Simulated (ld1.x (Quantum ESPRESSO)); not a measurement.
As (Z = 33) PAW: all-electron and pseudo phase curves

- Element: As
- Generator: ld1.x (Quantum ESPRESSO) 7.5
- Type: PAW
- Functional: LDA (PZ)
- Relativity: scalar-relativistic
- Frozen core: [Ar]
- Valence charge: 15
- Reference configuration: 3d10 4s2 4p3
- Partial waves: 4s (bound): rcut 1.15, rcutus 1.45 bohr; 4s channel at 0.2 Ry: rcut 1.15, rcutus 1.45 bohr; 4p (bound): rcut 1.35, rcutus 1.50 bohr; 4p channel at 0.6 Ry: rcut 1.35, rcutus 1.50 bohr; 3d (bound): rcut 0.65, rcutus 0.85 bohr; 3d channel at 0.5 Ry: rcut 0.65, rcutus 0.85 bohr
- Local potential: all-electron potential smoothed inside 0.85 bohr (lloc = -1)
- Core correction: Bessel-smoothed model core, default radius (core density twice the valence density)
- Augmentation charge: BESSEL, radius 0.65 bohr

The phase is arctan(r·u′/u) with u = r·R(r), unwrapped; energies in Ry, scanned from -5 to 5 Ry. A pole is an energy at which the radial function vanishes at the test radius. The pseudo phase is shifted by a multiple of π to meet the all-electron one at the reference energy, and phase errors are pseudo minus all-electron; the curves can meet again beyond the range given. Levels narrower than the energy grid can be missing from the lists of poles.

Problem. For each channel, where are the poles, and over which energies does the pseudopotential scatter like the atom?

Solution.

| channel | radius (bohr) | reference energy (Ry) | poles, all-electron | poles, pseudo | unbroken range about the reference energy with phases within 0.05 rad | phase error 1 Ry above the reference energy (rad) |
| --- | --- | --- | --- | --- | --- | --- |
| s | 1.64 | -1.08 | 4.71 | 4.66 | the whole range | +0.000 |
| p | 1.64 | -0.39 | none | none | the whole range | -0.000 |
| d | 1.64 | -3.01 | -2.76 | -2.76 | the whole range | +0.000 |

Note: ghost states, extra bound levels that the all-electron valence spectrum of the same l lacks: s at -217.6 eV, p at -77.8 eV. A true bound ghost makes a file unfit for plane-wave use.

Phases in the s channel:

```csv
E (Ry),all-electron,pseudo
-5.00,1.196,1.195
-4.74,1.178,1.177
-4.48,1.157,1.157
-4.22,1.134,1.134
-3.96,1.108,1.107
-3.70,1.077,1.076
-3.44,1.040,1.040
-3.18,0.997,0.996
-2.92,0.944,0.943
-2.66,0.879,0.878
-2.40,0.798,0.797
-2.14,0.695,0.695
-1.88,0.563,0.563
-1.62,0.396,0.396
-1.36,0.189,0.189
-1.10,-0.051,-0.051
-0.84,-0.300,-0.300
-0.58,-0.531,-0.531
-0.32,-0.726,-0.726
-0.06,-0.882,-0.882
0.20,-1.004,-1.004
0.46,-1.100,-1.100
0.72,-1.176,-1.176
0.98,-1.237,-1.237
1.24,-1.288,-1.288
1.50,-1.329,-1.330
1.76,-1.365,-1.365
2.02,-1.395,-1.396
2.28,-1.422,-1.422
2.54,-1.445,-1.446
2.80,-1.466,-1.466
3.06,-1.484,-1.485
3.32,-1.501,-1.502
3.58,-1.516,-1.517
3.84,-1.530,-1.531
4.10,-1.544,-1.545
4.36,-1.556,-1.557
4.62,-1.567,-1.569
4.88,-1.578,-1.580
```
